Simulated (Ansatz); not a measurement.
TaPt5⁻, relaxed as a singlet with RKS PBE0-D4/def2-SVPD in Ansatz, starting from the GFN2-xTB geometry. Force threshold 0.02 eV/Å.

In the def2 sets Pt, Ta take a core potential; there is no spin–orbit coupling. The restricted singlet is unstable towards broken spin symmetry at other levels; at PBE0-D4/def2-SVPD this wasn't settled. The relaxation made no stability test and no search for a lower SCF solution. No other spin state of charge -1 was run. Another isomer (singlet) lies 0.21 eV lower at PBE0-D4/def2-TZVPD; other spin states weren't run for this one.

Start:

```
atom    x (Å)    y (Å)    z (Å)
 Ta1   1.7337  -3.4613  -0.4974
 Pt2   2.1041   1.2722   0.3754
 Pt3  -2.5855  -0.0672  -0.1867
 Pt4  -0.3043   0.9349   0.1440
 Pt5  -2.3481   2.3675   0.2494
 Pt6   1.4000  -1.0460  -0.0847
```

Problem. Estimate the energy that the relaxation releases and the steps that it takes.

Solution. 4.19 eV, in 24 steps; 5 min on 4 threads of Arm Neoverse V1 on a shared host. No frequencies were taken in this run, so the end may be a saddle point.

Problem. Does the start keep its bonding?

Solution. Bonds formed: Ta1–Pt3, Ta1–Pt4 (atoms count from 1).

Problem. Predict the relaxed structure.

Solution. 
```csv
atom,x (Å),y (Å),z (Å)
Ta1,0.054,-2.334,-0.155
Pt2,2.423,1.435,0.696
Pt3,-1.684,-0.859,-0.365
Pt4,-0.010,1.072,-0.070
Pt5,-2.529,1.490,0.219
Pt6,1.746,-0.805,-0.324
```
Bond lengths (bridged metal pairs left out): 6 × Pt–Pt 2.55 to 2.58 Å; 3 × Pt–Ta 2.29 to 3.41 Å.
